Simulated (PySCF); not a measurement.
## Two-component Hartree-Fock for In³⁸⁺ (indium, charge +38)

Start: [Ne] 3s1; 3s1/2 filled at m_j = +1/2. Calculated with PySCF 2.14 in an even-tempered Gaussian basis (18 s from 7.7 bohr⁻², ratio 2.4; 13 p from 10 bohr⁻², ratio 2.4; 4 d from 32 bohr⁻², ratio 2.6; 4 f from 48 bohr⁻², ratio 2.6): generalised Hartree-Fock with the X2C-1e Hamiltonian and a Gaussian nucleus; one run each with spin-orbit coupling (SO) switched off, then screened by Boettger's factors.

```json
{"spinor shell": "1s1/2", "electrons": "2", "ε, spin-free (eV)": "-30455.2", "ε, screened SO (eV)": "-30453.6", "weight of nominal j (screened SO)": "1.000", "rms radius, screened SO (bohr)": "0.0340"}
{"spinor shell": "2s1/2", "electrons": "2", "ε, spin-free (eV)": "-6517.8", "ε, screened SO (eV)": "-6517.4", "weight of nominal j (screened SO)": "1.000", "rms radius, screened SO (bohr)": "0.136"}
{"spinor shell": "2p1/2", "electrons": "2", "ε, spin-free (eV)": "-6092.8", "ε, screened SO (eV)": "-6244.8", "weight of nominal j (screened SO)": "1.000", "rms radius, screened SO (bohr)": "0.118"}
{"spinor shell": "3s1/2", "electrons": "1", "ε, spin-free (eV)": "-2628.9", "ε, screened SO (eV)": "-2628.8", "weight of nominal j (screened SO)": "1.000", "rms radius, screened SO (bohr)": "0.326"}
```

Q: Where does 2p3/2 lie, and what is the 2p spin-orbit splitting (screened SO)?

A: At -6023.7 eV, 221.07 eV above 2p1/2.

| quantity | spin-free | screened SO |
| --- | --- | --- |
| E (hartree) | -4609.43277 | -4610.51025 |
| M_J | 1/2 | 1/2 |
| ⟨J²⟩ | 0.750 | 0.750 |
| ⟨L²⟩ | 0.000 | 0.006 |
| ⟨S²⟩ | 0.750 | 0.756 |

Each row is a mean over spinors that exchange with the open shell spreads, by up to 9.150 eV (2s1/2).

Breit and QED terms are absent; they matter most for the inner s and p1/2 levels.

Densities and radii are taken from the X2C orbitals without a picture-change correction, which distorts them close to the nucleus.

Without spin-orbit coupling the j labels of p, d and f shells carry no meaning; the spin-free column gives the mean over the occupied spinors of each nl shell.
